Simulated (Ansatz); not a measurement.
Several settings on one geometry of SiH2Me(NCO) (C₂H₅NOSi) (that of the charge 0 singlet, PBE-D4/def2-SVP). Ansatz on 4 threads of Intel Xeon on a shared host; times are rough.

```xyz
10

Si    0.685    0.029    0.455
H     0.728    0.002    1.958
H     2.090   -0.025   -0.076
C    -0.212    1.559   -0.165
H     0.313    2.475    0.178
H    -1.251    1.590    0.219
H    -0.247    1.574   -1.272
N    -0.146   -1.397   -0.082
C    -0.704   -2.409   -0.434
O    -1.255   -3.397   -0.782
```

Totals from different functionals, basis sets or treatments of relativity can't be compared as stabilities.

The 6-31G sets use Cartesian d functions. Correlated methods freeze 9 core orbitals.

The spins typed aren't always the lowest for that charge.

(1) Give the basis size and estimate the energy, ⟨S²⟩ and time of these runs.

```csv
run,method,charge,state,further keys
1,RKS RPBE-D4/aug-cc-pVDZ,0,singlet,scf: {lower_state_search: off}
2,UKS PBE0-DH/6-31G,0,triplet,"point_charges: [{charge: 1.00, position_ang: [6.448, 0.194, -0.423]}]"
3,RHF/6-31++G**,0,singlet,"final_grid: {core_spheres: 5, valence_spheres: 4, degree: 11}; scf: {omitted_lower_state_checks: [starts]}"
```

Results:

(1) 
| run | functions | energy (Eh) | ⟨S²⟩ | wall time |
| --- | --- | --- | --- | --- |
| 1 | 164 | -498.7668 | – | 4.2 s |
| 2 | 59 | -497.9095 | 2.01 | 27 s |
| 3 | 129 | -496.9436 | – | 3.4 s |
